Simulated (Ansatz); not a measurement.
```xyz
9

B    -0.8913   -1.2282   -0.3421
C     0.4251   -0.6014    0.0834
C     0.6352    0.7205    0.2334
O    -0.3025    1.6505    0.0230
H    -1.8489   -0.5507   -0.5751
H    -0.9821   -2.4179   -0.4487
H     1.2997   -1.2093    0.2970
H     1.6055    1.1117    0.5421
H     0.0592    2.5247    0.1870
```

Charge 0, multiplicity 1.

List the r2SCAN/def2-TZVPP orbital energies in eV (Ansatz). (Best estimate.)

Ansatz gave: Occupied: -517.40, -275.40, -272.32, -179.59, -28.84, -19.95, -15.75, -14.68, -12.14, -10.90, -10.62, -9.88, -8.05, -7.56, -6.44. Lowest empty: -2.27, 0.38, 1.21, 2.14, 2.52, 3.41, 3.79, 4.58.
